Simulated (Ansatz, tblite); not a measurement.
Cost and result up the ladder for B6P6H22, a cluster cut from zinc blende BP (hydrogen-capped) (34 atoms). Total charge 0; singlet. Geometry: r2SCAN-D4/def2-SVP.

```
atom    x (Å)    y (Å)    z (Å)
  B1  -1.5313  -2.1611   2.3234
  B2  -0.3860   2.2524   1.0735
  B3   1.0582  -3.3186   0.5361
  B4   2.1596   1.1168  -0.6845
  B5  -0.5757  -0.5899  -0.4538
  B6   0.4192   3.7377  -1.8085
  P7  -0.4508  -3.6647   1.7183
  P8   0.6133   0.6910   0.4403
  P9  -2.0168  -1.1195   0.7531
 P10  -0.9436   3.2401  -0.5088
 P11   0.4148  -2.2058  -0.9247
 P12   1.4894   2.1553  -2.1888
 H13  -0.7902  -1.4499   2.9784
 H14  -2.5229  -2.5398   2.9131
 H15   0.4005   2.9746   1.6600
 H16  -1.3543   1.9326   1.7403
 H17   1.8339  -2.6231   1.1675
 H18   1.5333  -4.3530   0.1132
 H19   2.8755   1.8702  -0.0490
 H20   2.7259   0.1122  -1.0779
 H21  -1.0390  -0.0779  -1.4567
 H22   1.1664   4.4988  -1.2178
 H23  -0.0740   4.1978  -2.8199
 H24   0.0226  -4.3626   2.8560
 H25  -1.2858  -4.6702   1.1597
 H26   1.1165   0.0339   1.5935
 H27  -2.7227   0.0412   1.1488
 H28  -3.0254  -1.7774  -0.0025
 H29  -1.6154   4.4212  -0.1050
 H30  -2.0248   2.5815  -1.1562
 H31   1.4965  -1.8434  -1.7618
 H32  -0.3628  -2.9664  -1.8400
 H33   2.5811   2.5503  -3.0021
 H34   0.8149   1.3157  -3.1171
```

Ansatz on 4 threads of Arm Neoverse V1 on a shared host; xTB runs through tblite on one thread. Times are rough, summed over both states, and most runs start from the orbitals of an earlier one. PBE0-D4/def2-SVP serves as the yardstick here, not as an exact answer. The other state is a triplet.

The xTB rows come from tblite.

xTB has no spin-polarisation term.

```csv
level,functions,wall time,vertical triplet (eV),difference from PBE0-D4/def2-SVP (eV)
GFN2-xTB,100,0.08 s,4.85,-1.14
GFN1-xTB,122,0.11 s,5.68,-0.31
PBE-D4/def2-SVP (with forces),302,41 s,5.22,-0.77
PBE0-D4/def2-SVP,302,86 s,5.99,0.00
```
